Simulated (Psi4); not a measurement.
C$_{2}$H (SMILES [C-]#C), charge -1, singlet, at a GFN2-xTB geometry (a gas-phase anion, which may not be bound at this level); PBE/aug-cc-pVDZ, TDA in Psi4 1.11.

The Psi4 input:
```
memory 2 GB

molecule {
-1 1
  C    -0.00000000   -0.00000000   -0.47996454
  C     0.00000000    0.00000000    0.74605881
  H    -0.00000000   -0.00000000   -1.59656562
symmetry c1
}

set basis aug-cc-pvdz
set puream true
set save_jk true
set tdscf_states [5]
set tdscf_tda true
set d_convergence 1e-8

energy('td-pbe')
print_variables()
```

What the program printed (banner, timings and long lists left out):

```
   => Loading Basis Set <=

    Name: AUG-CC-PVDZ
    Role: ORBITAL
    Keyword: BASIS

         ---------------------------------------------------------
                                   SCF
               by Justin Turney, Rob Parrish, Andy Simmonett
                          and Daniel G. A. Smith
                              RKS Reference
         ---------------------------------------------------------

  ==> Geometry <==

    Molecular point group: c1
    Full point group: C_inf_v

    Geometry (in Angstrom), charge = -1, multiplicity = 1:

       Center              X                  Y                   Z               Mass
    ------------   -----------------  -----------------  -----------------  -----------------
         C            0.000000000000     0.000000000000    -0.543307611240    12.000000000000
         C            0.000000000000     0.000000000000     0.682715738760    12.000000000000
         H            0.000000000000     0.000000000000    -1.659908691240     1.007825032230

  Running in c1 symmetry.

  Rotational constants: A = ************  B =      1.41515  C =      1.41515 [cm^-1]
  Rotational constants: A = ************  B =  42425.09991  C =  42425.09991 [MHz]
  Nuclear repulsion =   19.737201527900996

  Charge       = -1
  Multiplicity = 1
  Electrons    = 14
  Nalpha       = 7
  Nbeta        = 7

  ==> Algorithm <==

  SCF Algorithm Type is DF.
  DIIS enabled.
  MOM disabled.
  Fractional occupation disabled.
  Guess Type is SAD.
  Energy threshold   = 1.00e-06
  Density threshold  = 1.00e-08
  Integral threshold = 1.00e-12

  ==> Primary Basis <==

  Basis Set: AUG-CC-PVDZ
    Blend: AUG-CC-PVDZ
    Number of shells: 23
    Number of basis functions: 55
    Number of Cartesian functions: 59
    Spherical Harmonics?: true
    Max angular momentum: 2

  ==> DFT Potential <==

   => LibXC <=

    Version 7.1.2
    S. Lehtola, C. Steigemann, M. J. T. Oliveira, and M. A. L. Marques,  SoftwareX 7, 1–5 (2018) (10.1016/j.softx.2017.11.002)

   => Composite Functional: PBE <=

    PBE GGA Exchange-Correlation Functional

    J.P. Perdew et. al., Phys. Rev. Lett., 77(18), 3865-3868, 1996

    Deriv               =              1
    GGA                 =           TRUE
    Meta                =          FALSE

    Exchange Hybrid     =          FALSE
    MP2 Hybrid          =          FALSE

   => Exchange Functionals <=

    1.0000     XC_GGA_X_PBE

   => Correlation Functionals <=

    1.0000     XC_GGA_C_PBE

   => LibXC Density Thresholds  <==

    XC_GGA_C_PBE:  1.00E-12
    XC_GGA_X_PBE:  1.00E-15

   => Molecular Quadrature <=

    Radial Scheme          =       TREUTLER
    Pruning Scheme         =           NONE
    Nuclear Scheme         =       TREUTLER

    Blocking Scheme        =         OCTREE
    BS radius alpha        =              1
    Pruning alpha          =              1
    Radial Points          =             75
    Spherical Points       =            302
    Total Points           =          66622
    Total Blocks           =            568
    Max Points             =            255
    Max Functions          =             55
    Weights Tolerance      =       1.00E-15

   => Loading Basis Set <=

    Name: (AUG-CC-PVDZ AUX)
    Role: JKFIT
    Keyword: DF_BASIS_SCF

  ==> Integral Setup <==

  SCF_SUBTYPE=INCORE selected. In-core MEM_DF algorithm will be used.
  Using in-core AOs.

  ==> MemDFJK: Density-Fitted J/K Matrices <==

    J tasked:                   Yes
    K tasked:                    No
    wK tasked:                   No
    Algorithm:                 Core
    Schwarz Cutoff:           1E-12
    Mask sparsity (%):       0.0000
    Fitting Condition:        1E-10

   => Auxiliary Basis Set <=

  Basis Set: (AUG-CC-PVDZ AUX)
    Blend: AUG-CC-PVDZ-JKFIT
    Number of shells: 68
    Number of basis functions: 204
    Number of Cartesian functions: 237
    Spherical Harmonics?: true
    Max angular momentum: 3

  Minimum eigenvalue in the overlap matrix is 1.2108012377E-04.
  Reciprocal condition number of the overlap matrix is 2.1255038520E-05.
    Using symmetric orthogonalization.

  ==> Pre-Iterations <==

  SCF Guess: Superposition of Atomic Densities via on-the-fly atomic UHF (no occupation information).

   -------------------------
    Irrep   Nso     Nmo
   -------------------------
     A         55      55
   -------------------------
    Total      55      55
   -------------------------

  ==> Iterations <==

                           Total Energy        Delta E     RMS |[F,P]|

   @DF-RKS iter SAD:   -75.98758644392721   -7.59876e+01   0.00000e+00
   @DF-RKS iter   1:   -76.18554712207045   -1.97961e-01   1.37977e-02 DIIS/ADIIS
   @DF-RKS iter   2:   -71.66612052922429    4.51943e+00   3.12946e-02 DIIS/ADIIS
   @DF-RKS iter   3:   -76.59771030520967   -4.93159e+00   3.26805e-03 DIIS/ADIIS
   @DF-RKS iter   4:   -76.50194061116727    9.57697e-02   8.19895e-03 DIIS/ADIIS
   @DF-RKS iter   5:   -76.62022884797729   -1.18288e-01   5.15774e-04 DIIS/ADIIS
   @DF-RKS iter   6:   -76.62088411049126   -6.55263e-04   9.88365e-05 DIIS
   @DF-RKS iter   7:   -76.62090163116555   -1.75207e-05   3.19463e-05 DIIS
   @DF-RKS iter   8:   -76.62090398419357   -2.35303e-06   3.91465e-06 DIIS
   @DF-RKS iter   9:   -76.62090401700164   -3.28081e-08   3.09821e-07 DIIS
   @DF-RKS iter  10:   -76.62090401723461   -2.32973e-10   5.55383e-08 DIIS
   @DF-RKS iter  11:   -76.62090401724090   -6.29541e-12   3.48374e-09 DIIS
  Energy and wave function converged.

  ==> Post-Iterations <==

   Electrons on quadrature grid:
      Ntotal   =   14.0000028060 ; deviation = 2.806e-06

    Orbital Energies [Eh]
    ---------------------

    Doubly Occupied:

[...]
       7A      0.015394

    Virtual:

[...]
    Final Occupation by Irrep:
              A
    DOCC [     7 ]
    NA   [     7 ]
    NB   [     7 ]

  @DF-RKS Final Energy:   -76.62090401724090

   => Energetics <=

[...]
    Total Energy =                        -76.6209040172409033

Computation Completed

Properties will be evaluated at   0.000000,   0.000000,   0.000000 [a0]

Properties computed using the SCF density matrix

 Multipole Moments:

 ------------------------------------------------------------------------------------
     Multipole            Electronic (a.u.)      Nuclear  (a.u.)        Total (a.u.)
 ------------------------------------------------------------------------------------

 L = 1.  Multiply by 2.5417464519 to convert [e a0] to [Debye]
 Dipole X            :          0.0000000            0.0000000            0.0000000
 Dipole Y            :         -0.0000000            0.0000000           -0.0000000
 Dipole Z            :          0.3166021           -1.5561137           -1.2395116
 Magnitude           :                                                    1.2395116

 ------------------------------------------------------------------------------------

******************************************************************************************
**********                               WARNING                                **********
**********       The names of excited state variables changed between 1.5       **********
**********     and 1.6. For a quick solution, remove the symmetry specifier     **********
**********   from the variable name. For full details, see 'Notes on Psivars'   **********
**********                        in the documentation.                         **********
******************************************************************************************

         ---------------------------------------------------------
                         TDSCF excitation energies
                 by Andrew M. James and Daniel G. A. Smith
         ---------------------------------------------------------

  ==> Options <==

     Residual threshold  : 1.0000e-06
     Initial guess       : denominators
     Reference           : RHF
     Solver type         : TDA (Davidson)

  ==> Requested Excitations <==

      5 singlet states with A symmetry

  ==> Seeking the lowest 5 singlet states with A symmetry

                         Generalized Davidson Solver
                               By Ruhee Dcunha

  ==> Options <==

    Max number of iterations        = 60
    Eigenvector tolerance           = 1.0000e-06
    Max number of expansion vectors = 1500

  => Iterations <=
                           Max[D[value]]     Max[|R|]   # vectors
  DavidsonSolver iter   1:   1.62562e-01  4.17328e-02     20
  DavidsonSolver iter   2:   2.45152e-03  7.70446e-03     25
  DavidsonSolver iter   3:   8.32539e-05  1.00906e-03     30
  DavidsonSolver iter   4:   6.49621e-07  4.66725e-05     35
  DavidsonSolver iter   5:   1.32243e-09  2.06948e-06     38
  DavidsonSolver iter   6:   3.16641e-12  7.36039e-07     40      Converged

******************************************************************************************
**********                               WARNING                                **********
**********  Length-gauge rotatory strengths are **NOT** gauge-origin invariant  **********
******************************************************************************************

                                    Excitation Energy         Total Energy        Oscillator Strength             Rotatory Strength
     #   Sym: GS->ES (Trans)        au              eV              au          au (length)    au (velocity)    au (length)    au (velocity)
    ---- -------------------- --------------- --------------- --------------- --------------- --------------- --------------- ---------------
     1        A->A (1 A)       0.10274         2.79580        -76.51816        0.0221          0.0035         -0.0000         -0.0000
     2        A->A (1 A)       0.11499         3.12905        -76.50591        0.0262          0.0278          0.0000          0.0000
     3        A->A (1 A)       0.11499         3.12905        -76.50591        0.0262          0.0278         -0.0000         -0.0000
     4        A->A (1 A)       0.15186         4.13236        -76.46904        0.1382          0.1534          0.0000          0.0000
     5        A->A (1 A)       0.16216         4.41261        -76.45874        0.0191          0.0106         -0.0000         -0.0000

Contributing excitations
Only contributions with abs(coeff) > 1.00e-01 will be printed:

Excited State    1 (1 A):   0.10274 au   443.47 nm f = 0.0221
  Sums of squares: Xssq =  1.000000e+00
      7a  ->   8a     0.990021 (98.014%)

Excited State    2 (1 A):   0.11499 au   396.24 nm f = 0.0262
  Sums of squares: Xssq =  1.000000e+00
      6a  ->   8a    -0.999891 (99.978%)

Excited State    3 (1 A):   0.11499 au   396.24 nm f = 0.0262
  Sums of squares: Xssq =  1.000000e+00
      5a  ->   8a     0.999891 (99.978%)

Excited State    4 (1 A):   0.15186 au   300.03 nm f = 0.1382
  Sums of squares: Xssq =  1.000000e+00
      7a  ->   9a    -0.978755 (95.796%)

Excited State    5 (1 A):   0.16216 au   280.98 nm f = 0.0191
  Sums of squares: Xssq =  1.000000e+00
      6a  ->   9a     0.995214 (99.045%)

******************************************************************************************
**********                               WARNING                                **********
**********       The names of excited state variables changed between 1.5       **********
**********     and 1.6. For a quick solution, remove the symmetry specifier     **********
**********   from the variable name. For full details, see 'Notes on Psivars'   **********
**********                        in the documentation.                         **********
******************************************************************************************

  Variable Map:
  ----------------------------------------------------------------------------
[...]
  Array Variable Map:
  ----------------------------------------------------------------------------
[...]
[...]
```
